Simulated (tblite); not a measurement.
Species: C₆H₉NO.
Numbering: `[CH2:1]=[CH:2][CH2:3][C:4](=[CH2:5])[NH:6][CH:7]=[O:8]` (hydrogens: H9, H10 on C1; H11 on C2; H12, H13 on C3; H14, H15 on C5; H16 on N6; H17 on C7)

Computed with GFN2-xTB (tblite), gas phase: Langevin dynamics at 600 K from the optimised GFN2-xTB geometry, time step 0.5 fs, friction 0.01 fs⁻¹, 2000 steps.

Start geometry:
```
atom  x, y, z in Å
C1      2.339    0.164    1.409
C2      1.306   -0.426    0.840
C3      0.760   -0.051   -0.508
C4     -0.608    0.550   -0.356
C5     -0.826    1.861   -0.407
N6     -1.687   -0.312   -0.103
C7     -1.749   -1.664   -0.176
O8     -0.865   -2.432   -0.455
H9      2.704   -0.133    2.377
H10     2.873    0.966    0.925
H11     0.787   -1.234    1.338
H12     0.696   -0.949   -1.124
H13     1.416    0.676   -0.986
H14    -1.807    2.286   -0.276
H15    -0.023    2.550   -0.583
H16    -2.551    0.172    0.101
H17    -2.772   -2.013    0.067
```

The statistics below take the 31 frames saved every 25 fs from 250 to 1000 fs; their kinetic temperature (all 3N coordinates) averages 606 K.

Q: Give the mean, spread and extremes of the bond lengths.

A: 
```tsv
bond	start (Å)	mean (Å)	standard deviation (Å)	shortest (Å)	longest (Å)
C1=C2	1.319	1.333	0.038	1.273	1.392
C2–C3	1.501	1.511	0.047	1.432	1.652
C3–C4	1.502	1.523	0.042	1.437	1.593
C4=C5	1.329	1.328	0.027	1.250	1.379
C4–N6	1.404	1.422	0.060	1.343	1.592
N6–C7	1.355	1.376	0.036	1.301	1.448
C7=O8	1.203	1.209	0.021	1.159	1.253
C1–H9	1.077	1.080	0.033	1.009	1.182
C1–H10	1.078	1.083	0.040	1.002	1.170
C2–H11	1.081	1.088	0.034	1.021	1.146
C3–H12	1.091	1.101	0.033	1.023	1.174
C3–H13	1.090	1.107	0.032	1.033	1.173
C5–H14	1.077	1.084	0.052	0.974	1.179
C5–H15	1.073	1.090	0.063	0.967	1.254
N6–H16	1.011	1.018	0.047	0.937	1.109
C7–H17	1.109	1.139	0.046	1.060	1.260
```

Q: How far does each atom move about its mean position (frames aligned on the start, all atoms weighted alike), and what rms force does it feel?

A: 
```csv
atom,rms displacement (Å),rms force (eV/Å)
C1,0.30,3.03
C2,0.27,2.96
C3,0.35,2.23
C4,0.20,2.86
C5,0.22,3.41
N6,0.20,2.84
C7,0.34,2.52
O8,0.73,2.01
H9,0.48,1.21
H10,0.72,1.36
H11,0.74,1.30
H12,0.61,1.13
H13,0.60,1.24
H14,0.33,1.80
H15,0.34,1.97
H16,0.48,1.90
H17,0.43,1.34
```

The displacements run from 0.20 to 0.74 Å.

Q: How widely does the potential energy scatter, against a harmonic estimate?

A: Mean 1.28 eV above the start, standard deviation 0.310 eV, range 0.80 to 2.20 eV. For 45 classical harmonic modes at 600 K the canonical values are 45kT/2 = 1.16 eV and kT·√(45/2) = 0.245 eV.

The run is classical and short, so these are rough statistics of one trajectory.

The cost below is that of the whole dynamics run. The run took 12 s of wall time on an Arm Neoverse V1 with one thread, no GPU, shared host with 32 logical CPUs at a one-minute load of 12, and the process peaked at 0.19 GiB of memory.
